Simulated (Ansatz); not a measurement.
One geometry of the cluster Au4O2⁻, several levels of theory.

```yaml
crystal:
  periodic: [false, false, false]
  atoms:
    - {symbol: Au, position_ang: [1.735783, -2.221918, 0.480310]}
    - {symbol: Au, position_ang: [-0.624586, -1.193048, 0.991098]}
    - {symbol: Au, position_ang: [-0.979800, 1.254428, -0.271113]}
    - {symbol: Au, position_ang: [1.491051, 0.083690, -0.750673]}
    - {symbol: O, position_ang: [-2.171286, 0.217630, 0.894820]}
    - {symbol: O, position_ang: [0.548837, 1.859218, -1.344442]}
basis:
  gaussian: {orbitals: def2-TZVPD, initial_orbitals: start.molden}
total_charge: -1
magnetization: {spin_polarized: true, initial_magnetization: 1}
hamiltonian: {xc: pbe0, dispersion: d4}
scf: {omitted_lower_state_checks: [starts]}
output: {orbitals: {seedname: orbitals}}
```

The file start.molden holds the orbitals of an earlier run on this structure, at another level or in another basis.

```sh
$ ansatz run in.yaml --threads 4 --pin off --events-out ev --progress --plain --max-ram 4787MiB
```

Output, abridged:

```
Functional definition: PBE0
2012 factors; their error is unknown
mean field evaluation 1: about -18864.0572 eV, gradient 9.8e1 eV
mean field evaluation 2: about -18867.0045 eV, gradient 3.9e0 eV
mean field evaluation 4: about -18867.2527 eV, gradient 1.1e-2 eV
mean field evaluation 8: about -18867.4058 eV, gradient 1.9e-5 eV
mean field -18867.40580516 eV, -693.3643745526 hartree, gradient 1.7e-5 eV, S^2 0.781892; 0 other end points of the search recorded, 0 dependent functions left out
reference -18867.40583845 eV, -693.3643757761 hartree; 47, 46 occupied and 205, 206 virtual orbitals, 2012 factors
Total energy: -18867.74554815 eV, -693.3768598773 hartree
Checks for a lower state left out: starts
```

It took 41 s on 4 threads of Arm Neoverse V1 on a shared host, peak host memory 1.3 GiB.

The first input with `hamiltonian: {xc: {name: B3LYP}, dispersion: d4}` (abridged; 39 s):

```
Functional definition: B3LYP
mean field -18877.71240434 eV, -693.7431350863 hartree, gradient 1.6e-5 eV, S^2 0.775777
Total energy: -18878.36771450 eV, -693.7672172905 hartree
Checks for a lower state left out: starts
```

As the first input, with `correlation: {method: mp2}` and without the key `hamiltonian` (abridged; 35 s):

```
Functional definition: HF
mean field -18746.80234609 eV, -688.9322791799 hartree, gradient 3.1e-6 eV, S^2 0.780397
2 core orbitals not correlated: weight in the atoms' cores, before any rotation towards them, 1.000 or more for the frozen orbitals, at most 0.000 for the correlated occupied ones
second order -63.25059763 eV of doubles, -0.00000000 eV of singles
Total energy: -18810.05294372 eV, -691.2566957701 hartree
Checks for a lower state left out: starts
```

First input, but with `hamiltonian: {xc: {name: wB97X-V}}` (abridged; 2.8 min):

```
Functional definition: wB97X-V
the host lacks memory for fits, so the integrals are decomposed
mean field -18866.41117834 eV, -693.3278226911 hartree, gradient 4.2e-6 eV, S^2 0.785733
Total energy: -18866.41117629 eV, -693.3278226159 hartree
Checks for a lower state left out: starts
```

First input, but with `hamiltonian: {xc: pbe}`, `correlation: {method: rpa}` and without the key `output` (abridged; 35 s):

```
Functional definition: PBE
mean field -18874.08905397 eV, -693.6099794163 hartree, gradient 2.4e-6 eV, S^2 0.759571
2 core orbitals not correlated: weight in the atoms' cores, before any rotation towards them, 1.000 or more for the frozen orbitals, at most 0.000 for the correlated occupied ones
Total energy: -18826.13409809 eV, -691.8476672929 hartree
Checks for a lower state left out: starts
```

First input, but with `hamiltonian: {xc: hf}` (abridged; 47 s):

```
Functional definition: HF
mean field evaluation 16: about -18746.8024 eV, gradient 8.0e-6 eV
mean field -18746.80240572 eV, -688.9322813713 hartree, gradient 3.4e-6 eV, S^2 0.780397
Total energy: -18746.80240572 eV, -688.9322813713 hartree
Checks for a lower state left out: starts
```

As the first input, with `hamiltonian: {xc: r2scan, dispersion: d4}` (abridged; 29 s):

```
Functional definition: r2SCAN
mean field -18877.92448795 eV, -693.7509290155 hartree, gradient 1.9e-5 eV, S^2 0.772181
Total energy: -18878.00519104 eV, -693.7538947993 hartree
Checks for a lower state left out: starts
```

Geometry: r2SCAN-D4/def2-SVPD.

In the def2 sets Au takes a core potential; there is no spin–orbit coupling. B3LYP takes the VWN-RPA correlation. Correlated methods freeze 2 core orbitals; core or outer-core shells of Au are correlated, in sets that lack core-valence functions. The structure comes from a short search, and lower isomers may exist.
